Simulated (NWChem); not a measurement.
System: C$_{4}$H$_{6}$OSi; SMILES O=CCC#C[SiH3]

NWChem input:

```
start job
memory heap 200 mb stack 900 mb global 1100 mb
geometry units angstroms noautoz
  O      1.278412     2.375642     0.000000
  C      0.100308     2.641625     0.000000
  C     -1.045479     1.625038     0.000000
  C     -0.648675     0.228666     0.000000
  C     -0.291163    -0.948425     0.000000
  Si     0.257273    -2.697429     0.000000
  H     -0.271768     3.712415     0.000000
  H     -1.686683     1.864865     0.880926
  H     -1.686683     1.864865    -0.880926
  H     -0.940886    -3.606391     0.000000
  H      1.082251    -2.976732    -1.225021
  H      1.082251    -2.976732     1.225021
end
basis spherical
  * library def2-svpd
end
dft
  xc b3lyp
  iterations 200
  semidirect filesize 400000000
  vectors input hcore
end
task dft gradient
```

Output (shortened):

```
             Northwest Computational Chemistry Package (NWChem) 7.3.0
             --------------------------------------------------------

 CS  symmetry detected

                             Geometry "geometry" -> ""
                             -------------------------

 Output coordinates in angstroms (scale by  1.889725989 to convert to a.u.)

  No.       Tag          Charge          X              Y              Z
 ---- ---------------- ---------- -------------- -------------- --------------
    1 O                    8.0000     1.25955301     2.37693400     0.00000000
    2 C                    6.0000     0.07957515     2.63447668     0.00000000
    3 C                    6.0000    -1.05890522     1.60971357     0.00000000
    4 C                    6.0000    -0.65211540     0.21621788     0.00000000
    5 C                    6.0000    -0.28618631    -0.95828369     0.00000000
    6 Si                  14.0000     0.27475596    -2.70331688     0.00000000
    7 H                    1.0000    -0.30015661     3.70257573     0.00000000
    8 H                    1.0000    -1.70180960     1.84494434     0.88092600
    9 H                    1.0000    -1.70180960     1.84494434    -0.88092600
   10 H                    1.0000    -0.91686550    -3.62083266     0.00000000
   11 H                    1.0000     1.10171222    -2.97670708    -1.22502100
   12 H                    1.0000     1.10171222    -2.97670708     1.22502100

 Effective nuclear repulsion energy (a.u.)     233.2776154328

      Symmetry information
      --------------------

 Group name             Cs
 Group number              2
 Group order               2
 No. of unique centers    10

                                 NWChem DFT Module
                                 -----------------

 Summary of "ao basis" -> "ao basis" (spherical)
 ------------------------------------------------------------------------------
       Tag                 Description            Shells   Functions and Types
 ---------------- ------------------------------  ------  ---------------------
 O                         def2-svpd                 9       23   4s3p2d
 C                         def2-svpd                 8       20   4s2p2d
 Si                        def2-svpd                10       24   5s3p2d
 H                         def2-svpd                 4        8   2s2p

      Symmetry analysis of basis
      --------------------------

        a'        117
        a"         58

            General Information
            -------------------
          SCF calculation type: DFT
          Wavefunction type:  closed shell.
          No. of atoms     :    12
          No. of electrons :    52
           Alpha electrons :    26
            Beta electrons :    26
          Charge           :     0
          Spin multiplicity:     1
          Use of symmetry is: on ; symmetry adaption is: on
          Maximum number of iterations: 200
          AO basis - number of functions:   175
                     number of shells:    75
          Convergence on energy requested:  1.00D-06
          Convergence on density requested:  1.00D-05
          Convergence on gradient requested:  5.00D-04

              XC Information
              --------------
                         B3LYP Method XC Potential
                     Hartree-Fock (Exact) Exchange  0.200
                        Slater Exchange Functional  0.800 local
                    Becke 1988 Exchange Functional  0.720 non-local
              Lee-Yang-Parr Correlation Functional  0.810
                  VWN I RPA Correlation Functional  0.190 local

             Grid Information
             ----------------
          Grid used for XC integration:  medium
          Radial quadrature: Mura-Knowles
          Angular quadrature: Lebedev.
          Tag              B.-S. Rad. Rad. Pts. Rad. Cut. Ang. Pts.
          ---              ---------- --------- --------- ---------
          O                   0.60       49          15.0       434
          C                   0.70       49          15.0       434
          Si                  1.10       88          14.0       590
          H                   0.35       45          17.0       434
          Grid pruning is: on
          Number of quadrature shells:   513
          Spatial weights used:  Erf1

      Non-variational initial energy
      ------------------------------

 Total energy =     233.277615
 1-e energy   =       0.000000
 2-e energy   =       0.000000
 HOMO         =     -14.632447
 LUMO         =     -14.503429

      Symmetry analysis of molecular orbitals - initial
      -------------------------------------------------

  Numbering of irreducible representations:

     1 a'          2 a"

  Orbital symmetries:

     1 a'          2 a'          3 a'          4 a'          5 a'
     6 a"          7 a'          8 a'          9 a'         10 a'
    11 a'         12 a'         13 a'         14 a"         15 a'
    16 a'         17 a'         18 a'         19 a'         20 a'
    21 a"         22 a'         23 a'         24 a"         25 a'
    26 a'         27 a'         28 a"         29 a"         30 a"
    31 a'         32 a'         33 a'         34 a'         35 a'
    36 a"

   convergence    iter        energy       DeltaE   RMS-Dens  Diis-err
 ---------------- ----- ----------------- --------- --------- ---------
 d= 0,ls=0.0,diis     1   -473.5603586354 -7.07D+02  7.54D+00  1.64D+02
 d= 0,ls=0.5,diis     2   -457.7616369017  1.58D+01  5.79D+00  9.19D+01
 d= 0,ls=0.5,diis     3   -483.7878183846 -2.60D+01  1.33D-01  1.34D+02
 d= 0,ls=0.5,diis     4   -506.6358489350 -2.28D+01  6.17D-02  4.56D+01
 d= 0,ls=0.5,diis     5   -514.2661871580 -7.63D+00  2.53D-02  2.72D+01
 d= 0,ls=0.5,diis     6   -516.4749345300 -2.21D+00  1.12D-02  1.89D+01
 d= 0,ls=0.5,diis     7   -518.2671623133 -1.79D+00  1.14D-02  1.19D+01
 d= 0,ls=0.5,diis     8   -519.3173056598 -1.05D+00  9.43D-03  5.75D+00
 d= 0,ls=0.5,diis     9   -520.0672457630 -7.50D-01  4.75D-03  1.77D+00
 d= 0,ls=0.5,diis    10   -520.3286082570 -2.61D-01  3.14D-03  4.26D-01
 d= 0,ls=0.5,diis    11   -520.4157178955 -8.71D-02  1.95D-03  9.59D-02
  Resetting Diis
 d= 0,ls=0.5,diis    12   -520.4400246167 -2.43D-02  8.92D-04  2.33D-02
 d= 0,ls=0.5,diis    13   -520.4474329833 -7.41D-03  5.62D-04  6.19D-03
 d= 0,ls=0.5,diis    14   -520.4498836322 -2.45D-03  4.26D-04  1.92D-03
 d= 0,ls=0.5,diis    15   -520.4506138045 -7.30D-04  3.36D-04  7.57D-04
 d= 0,ls=0.5,diis    16   -520.4508860249 -2.72D-04  2.01D-04  3.18D-04
 d= 0,ls=0.5,diis    17   -520.4510038087 -1.18D-04  8.21D-05  1.14D-04
 d= 0,ls=0.5,diis    18   -520.4510522785 -4.85D-05  4.91D-05  4.78D-05
 d= 0,ls=0.5,diis    19   -520.4510721293 -1.99D-05  2.91D-05  2.19D-05
 d= 0,ls=0.5,diis    20   -520.4510808453 -8.72D-06  1.77D-05  8.15D-06
 d= 0,ls=0.5,diis    21   -520.4510844333 -3.59D-06  1.13D-05  3.42D-06
 d= 0,ls=0.5,diis    22   -520.4510859814 -1.55D-06  7.08D-06  1.39D-06
 d= 0,ls=0.5,diis    23   -520.4510866436 -6.62D-07  4.55D-06  6.05D-07

         Total DFT energy =     -520.451086932432
      One electron energy =    -1175.394741456661
           Coulomb energy =      474.915447566131
    Exchange-Corr. energy =      -53.249408474702
 Nuclear repulsion energy =      233.277615432800

 Numeric. integr. density =       52.000015783329

                  Occupations of the irreducible representations
                  ----------------------------------------------

                     irrep           alpha         beta
                     --------     --------     --------
                     a'               21.0         21.0
                     a"                5.0          5.0

                       DFT Final Molecular Orbital Analysis
                       ------------------------------------

 Vector   24  Occ=2.000000D+00  E=-2.956407D-01  Symmetry=a'
              MO Center=  1.6D-01,  8.7D-01,  2.5D-16, r^2= 5.0D+00
   Bfn.  Coefficient  Atom+Function         Bfn.  Coefficient  Atom+Function
  ----- ------------  ---------------      ----- ------------  ---------------
     6      0.425233   1 O  py               68      0.309429   4 C  px
     9      0.282814   1 O  py               88      0.249687   5 C  px
    26     -0.163332   2 C  s                46      0.160611   3 C  s
   128     -0.153457   7 H  s                91      0.140233   5 C  px
    67     -0.135597   4 C  s                27     -0.129617   2 C  s

 Vector   25  Occ=2.000000D+00  E=-2.835364D-01  Symmetry=a"
              MO Center= -3.7D-01, -5.1D-01, -1.5D-14, r^2= 3.0D+00
   Bfn.  Coefficient  Atom+Function         Bfn.  Coefficient  Atom+Function
  ----- ------------  ---------------      ----- ------------  ---------------
    90      0.397650   5 C  pz               70      0.393715   4 C  pz
    93      0.216290   5 C  pz               73      0.183510   4 C  pz
   160      0.129093  11 H  s               168     -0.129093  12 H  s
   136     -0.119342   8 H  s               144      0.119342   9 H  s
    50     -0.099876   3 C  pz              117     -0.074061   6 Si pz

 Vector   26  Occ=2.000000D+00  E=-2.759109D-01  Symmetry=a'
              MO Center=  8.7D-02,  9.8D-01, -2.8D-15, r^2= 5.0D+00
   Bfn.  Coefficient  Atom+Function         Bfn.  Coefficient  Atom+Function
  ----- ------------  ---------------      ----- ------------  ---------------
     6      0.366657   1 O  py               88     -0.281419   5 C  px
     9      0.255598   1 O  py               68     -0.242847   4 C  px
    27     -0.234392   2 C  s               128     -0.187861   7 H  s
    48      0.178940   3 C  px               46      0.166265   3 C  s
    29     -0.145472   2 C  py               72     -0.143557   4 C  py

 Vector   27  Occ=0.000000D+00  E=-5.466406D-02  Symmetry=a"
              MO Center=  2.3D-01,  2.5D+00,  8.3D-16, r^2= 2.2D+00
   Bfn.  Coefficient  Atom+Function         Bfn.  Coefficient  Atom+Function
  ----- ------------  ---------------      ----- ------------  ---------------
    30      0.517696   2 C  pz                7     -0.413411   1 O  pz
    33      0.393443   2 C  pz               10     -0.334126   1 O  pz
   137     -0.120936   8 H  s               145      0.120936   9 H  s
   136     -0.119633   8 H  s               144      0.119633   9 H  s
    42      0.097186   2 C  d  1            135      0.090014   7 H  pz

 Vector   28  Occ=0.000000D+00  E=-1.842930D-02  Symmetry=a'
              MO Center= -5.0D-01, -4.3D-02, -6.8D-14, r^2= 7.5D+00
   Bfn.  Coefficient  Atom+Function         Bfn.  Coefficient  Atom+Function
  ----- ------------  ---------------      ----- ------------  ---------------
    27      1.422811   2 C  s                87      0.805076   5 C  s
    46      0.797653   3 C  s                 4     -0.702735   1 O  s
    67     -0.696853   4 C  s                47      0.662395   3 C  s
   129     -0.656524   7 H  s               107     -0.600970   6 Si s
    91     -0.366619   5 C  px               71      0.344094   4 C  px

 Vector   29  Occ=0.000000D+00  E=-1.301255D-02  Symmetry=a"
              MO Center= -4.2D-01, -7.2D-01,  1.1D-13, r^2= 5.4D+00
   Bfn.  Coefficient  Atom+Function         Bfn.  Coefficient  Atom+Function
  ----- ------------  ---------------      ----- ------------  ---------------
    73      0.386861   4 C  pz               93     -0.387394   5 C  pz
    70      0.378964   4 C  pz               90     -0.273364   5 C  pz
   126     -0.217093   6 Si d  1            117     -0.208825   6 Si pz
   136     -0.149931   8 H  s               144      0.149931   9 H  s
   114     -0.132979   6 Si pz              124     -0.129797   6 Si d -1

------------------------------------------------------------
EAF file 0: "./job.aoints.0" size=437256192 bytes
------------------------------------------------------------
               write      read    awrite     aread      wait
               -----      ----    ------     -----      ----
     calls:      834        23         0     19159     19159
   data(b): 4.37e+08  1.21e+07  0.00e+00  1.00e+10
   time(s): 0.00e+00  0.00e+00  0.00e+00  0.00e+00  0.00e+00
rate(mb/s): 0.00e+00  0.00e+00
------------------------------------------------------------

     Multipole analysis of the density
     ---------------------------------

     L   x y z        total         alpha         beta         nuclear
     -   - - -        -----         -----         ----         -------
     0   0 0 0     -0.000000    -26.000000    -26.000000     52.000000

     1   1 0 0     -1.124471     -0.562236     -0.562236      0.000000
     1   0 1 0      0.438161      0.219080      0.219080     -0.000000
     1   0 0 1     -0.000000     -0.000000     -0.000000      0.000000

     2   2 0 0    -34.661115    -75.731506    -75.731506    116.801897
     2   1 1 0     -6.179995      6.279388      6.279388    -18.738772
     2   1 0 1     -0.000000     -0.000000     -0.000000      0.000000
     2   0 2 0    -28.980572   -482.011089   -482.011089    935.041606
     2   0 1 1     -0.000000     -0.000000     -0.000000      0.000000
     2   0 0 2    -32.673731    -24.467133    -24.467133     16.260535

            General Information
            -------------------
          SCF calculation type: DFT
          Wavefunction type:  closed shell.
          No. of atoms     :    12
          No. of electrons :    52
           Alpha electrons :    26
            Beta electrons :    26
          Charge           :     0
          Spin multiplicity:     1
          Use of symmetry is: on ; symmetry adaption is: on
          Maximum number of iterations: 200
          AO basis - number of functions:   175
                     number of shells:    75
          Convergence on energy requested:  1.00D-06
          Convergence on density requested:  1.00D-05
          Convergence on gradient requested:  5.00D-04

              XC Information
              --------------
                         B3LYP Method XC Potential
                     Hartree-Fock (Exact) Exchange  0.200
                        Slater Exchange Functional  0.800 local
                    Becke 1988 Exchange Functional  0.720 non-local
              Lee-Yang-Parr Correlation Functional  0.810
                  VWN I RPA Correlation Functional  0.190 local

[...]

                         DFT ENERGY GRADIENTS

    atom               coordinates                        gradient
                 x          y          z           x          y          z
   1 O       2.380210   4.491754   0.000000    0.012857  -0.003816   0.000000
   2 C       0.150375   4.978439   0.000000   -0.004989  -0.002330   0.000000
   3 C      -2.001041   3.041918   0.000000    0.004099  -0.006331   0.000000
   4 C      -1.232319   0.408593   0.000000   -0.007163   0.023288   0.000000
   5 C      -0.540814  -1.810894   0.000000    0.006974  -0.021054   0.000000
   6 Si      0.519213  -5.108528   0.000000   -0.002010   0.006311   0.000000
   7 H      -0.567214   6.996854   0.000000   -0.004574   0.007435   0.000000
   8 H      -3.215954   3.486439   1.664709   -0.003621   0.001436   0.004168
   9 H      -3.215954   3.486439  -1.664709   -0.003621   0.001436  -0.004168
  10 H      -1.732625  -6.842382   0.000000   -0.003874  -0.003568   0.000000
  11 H       2.081934  -5.625161  -2.314954    0.002961  -0.001403  -0.004146
  12 H       2.081934  -5.625161   2.314954    0.002961  -0.001403   0.004146
```

Level: B3LYP/def2-SVPD. Coordinates come from a PBE-D3(BJ)/def2-SVP optimisation.
